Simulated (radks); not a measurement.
Results of a calculation; reference values are marked as such.
Numerical settings for the indium ion In9+, [Kr] 4d4. Code: a radial shooting solver on a logarithmic mesh with Libxc functionals. Model: Dirac Kohn-Sham, PBE, spin-unpolarised, spherical densities, finite nucleus; open shells fill j = l - 1/2 first; Fermi nuclear charge, rms radius 4.6156 fm. The defaults (mesh step 0.008 in ln r, mesh end at 40 bohr or more with all orbitals vanishing there, Anderson mixing 0.5 over 9 steps, residual threshold near 1e-9 with the energy settled to 1e-9 hartree or 1e-11 of itself, here a cap of 65 iterations) give E = -5858.2448 hartree and 4d3/2 at -167.07 eV in 14 iterations. Run on one thread of a shared host, so times are rough (Intel(R) Xeon(R) 6975P-C): 0.08 s of CPU time, 0.08 s wall, 14 iterations on 2189 mesh points. Changes against that run (0 stands for a change within the tolerance of the run):

setting                    iterations  converged  E (mhartree)  e(4d3/2) (meV)  CPU (s)
mesh step in ln r 0.003            16        yes             0               0     0.21
mesh step in ln r 0.05             14        yes       +0.0582         -0.0228     0.02
mesh step in ln r 0.2              21         no      diverged               -     0.04
mesh end (bohr) 20                 14        yes             0               0     0.08
mesh end (bohr) 8                  14        yes             0               0     0.08
residual threshold 1e-05            9        yes             0          +0.132     0.06
residual threshold 1e-16           65         no             0               0     0.19
mixing 0.2                         18        yes             0               0      0.1
linear mixing, mixing 0.5          30        yes             0               0     0.13
linear mixing, mixing 0.2          65         no             0          -0.017     0.27
mixing history 3                   15        yes             0               0     0.08
iteration cap 8                     8         no             0          +0.132     0.05

No run marked as converged misses the energy by more than 1 mhartree. A mesh that ends early acts as a hard wall.
